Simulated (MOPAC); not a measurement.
A run for MOPAC: PM3 on AsGeH5 (SMILES [GeH3][AsH2]), a point of a torsion scan.

```
PM3 1SCF PRECISE CHARGE=0 THREADS=1
AsGeH5

Ge    -0.79959291 1     0.10569321 1    -0.04379552 1
As     1.56820292 1     0.21758567 1    -0.25482664 1
H     -1.50884719 1    -0.89332453 1    -0.92157067 1
H     -1.47487772 1     1.41116264 1    -0.38201992 1
H     -1.29606055 1    -0.19764084 1     1.34594009 1
H      1.57746049 1    -0.85555283 1    -1.30404314 1
H      1.74920499 1    -0.84214241 1     0.79323971 1
```

Program output:

```
*******************************************************************************
 **                                                                           **
 **                              MOPAC v23.2.5                                **
 **                                                                           **
 *******************************************************************************
 ** MOPAC's Digital Object Identifier: https://doi.org/10.5281/zenodo.6511958 **
 **                                                                           **
 ** Please cite the open-source release paper for use of this MOPAC version:  **
 ** J. E. Moussa and J. J. P. Stewart (2026)                                  **
 ** MOPAC: An open-source semiempirical molecular orbital program             **
 ** J. Open Source Softw., 11(119), 8025, https://doi.org/10.21105/joss.08025 **
 *******************************************************************************

                              PM3 CALCULATION RESULTS

 *******************************************************************************
 *  PM3        - The PM3 Hamiltonian to be used
 *
 *
 *
 *                 CHARGE ON SYSTEM = 0
 *
 *
 *
 *  PRECISE    - TIGHTER CRITERIA TO BE USED
 *  1SCF       - DO 1 SCF AND THEN STOP
 *  THREADS=1  - MULTI-THREADING NOT USED
 *  T=         - A TIME OF 172800.0 SECONDS REQUESTED
 *  DUMP=N     - RESTART FILE WRITTEN EVERY 7200.0 SECONDS REQUESTED
 *******************************************************************************
PM3 1SCF PRECISE CHARGE=0 THREADS=1
 AsGeH5

   ATOM   CHEMICAL          X               Y               Z
  NUMBER   SYMBOL      (ANGSTROMS)     (ANGSTROMS)     (ANGSTROMS)

     1      Ge         -0.79959291  *   0.10569321  *  -0.04379552  *
     2      As          1.56820292  *   0.21758567  *  -0.25482664  *
     3       H         -1.50884719  *  -0.89332453  *  -0.92157067  *
     4       H         -1.47487772  *   1.41116264  *  -0.38201992  *
     5       H         -1.29606055  *  -0.19764084  *   1.34594009  *
     6       H          1.57746049  *  -0.85555283  *  -1.30404314  *
     7       H          1.74920499  *  -0.84214241  *   0.79323971  *



          CARTESIAN COORDINATES

    NO.       ATOM           X           Y           Z

     1        Ge         -0.7996      0.1057     -0.0438
     2        As          1.5682      0.2176     -0.2548
     3         H         -1.5088     -0.8933     -0.9216
     4         H         -1.4749      1.4112     -0.3820
     5         H         -1.2961     -0.1976      1.3459
     6         H          1.5775     -0.8556     -1.3040
     7         H          1.7492     -0.8421      0.7932

  H: (PM3): J. J. P. STEWART, J. COMP. CHEM. 10, 209 (1989).
 Ge: (PM3): J. J. P. STEWART, J. COMP. CHEM. 12, 320-341 (1991).
 As: (PM3): J. J. P. STEWART, J. COMP. CHEM. 12, 320-341 (1991).

           Empirical Formula: H5 Ge As  =     7 atoms



      MOLECULAR POINT GROUP   :   C1


      RHF CALCULATION, NO. OF DOUBLY OCCUPIED LEVELS = 7


 -------------------------------------------------------------------------------
 PM3 1SCF PRECISE CHARGE=0 THREADS=1
 AsGeH5



     1SCF WAS SPECIFIED, SO BFGS WAS NOT USED
     SCF FIELD WAS ACHIEVED


                              PM3 CALCULATION
                                                       MOPAC v23.2.5 Linux




          FINAL HEAT OF FORMATION =         30.93291 KCAL/MOL =     129.42332 KJ/MOL


          COSMO AREA              =        109.79 SQUARE ANGSTROMS
          COSMO VOLUME            =         98.46 CUBIC ANGSTROMS

          IONIZATION POTENTIAL    =          9.921147 EV
          HOMO LUMO ENERGIES (EV) =         -9.921 -1.390
          NO. OF FILLED LEVELS    =          7
          MOLECULAR WEIGHT        =        152.5511         POINT GROUP:  C1

          MOLECULAR DIMENSIONS (Angstroms)

            Atom       Atom       Distance
            H     7    H     4     4.10528
            H     6    H     5     3.50082
            H     3   As     2     2.56744


          SCF CALCULATIONS        =          1





   ATOM   CHEMICAL          X               Y               Z
  NUMBER   SYMBOL      (ANGSTROMS)     (ANGSTROMS)     (ANGSTROMS)

     1      Ge         -0.79959291  *   0.10569321  *  -0.04379552  *
     2      As          1.56820292  *   0.21758567  *  -0.25482664  *
     3       H         -1.50884719  *  -0.89332453  *  -0.92157067  *
     4       H         -1.47487772  *   1.41116264  *  -0.38201992  *
     5       H         -1.29606055  *  -0.19764084  *   1.34594009  *
     6       H          1.57746049  *  -0.85555283  *  -1.30404314  *
     7       H          1.74920499  *  -0.84214241  *   0.79323971  *

                             CARTESIAN COORDINATES

   1   Ge       -0.799592910     0.105693210    -0.043795520
   2   As        1.568202920     0.217585670    -0.254826640
   3    H       -1.508847190    -0.893324530    -0.921570670
   4    H       -1.474877720     1.411162640    -0.382019920
   5    H       -1.296060550    -0.197640840     1.345940090
   6    H        1.577460490    -0.855552830    -1.304043140
   7    H        1.749204990    -0.842142410     0.793239710


           Empirical Formula: H5 Ge As  =     7 atoms



      MOLECULAR POINT GROUP   :   C1


                  EIGENVALUES
 -21.26569 -15.78851 -13.55663 -12.72962 -11.65517 -11.29407  -9.92115  -1.39010
   0.16543   0.18437   0.68487   0.94076   3.59033


              NET ATOMIC CHARGES AND DIPOLE CONTRIBUTIONS

  ATOM NO.   TYPE          CHARGE      No. of ELECS.   s-Pop       p-Pop
    1         Ge           0.193982        3.8060     0.64623     3.15979
    2         As           0.279612        4.7204     1.83430     2.88609
    3          H          -0.097069        1.0971     1.09707
    4          H          -0.080209        1.0802     1.08021
    5          H          -0.091845        1.0918     1.09184
    6          H          -0.101894        1.1019     1.10189
    7          H          -0.102577        1.1026     1.10258
 DIPOLE           X         Y         Z       TOTAL
 POINT-CHG.     1.571     1.184    -0.153     1.973
 HYBRID        -1.263    -1.813     0.124     2.213
 SUM            0.308    -0.629    -0.029     0.700


          ATOMIC ORBITAL ELECTRON POPULATIONS

     Atom    s        px        py        pz
    1 Ge   0.64623   1.10554   1.03024   1.02402
    2 As   1.83430   0.95554   1.01151   0.91904
    3  H   1.09707
    4  H   1.08021
    5  H   1.09184
    6  H   1.10189
    7  H   1.10258

 **********************
 *                    *
 * JOB ENDED NORMALLY *
 *                    *
 **********************




 == MOPAC DONE ==
```

The run finished.

Cost: about 0.020 core-seconds (a rough figure).
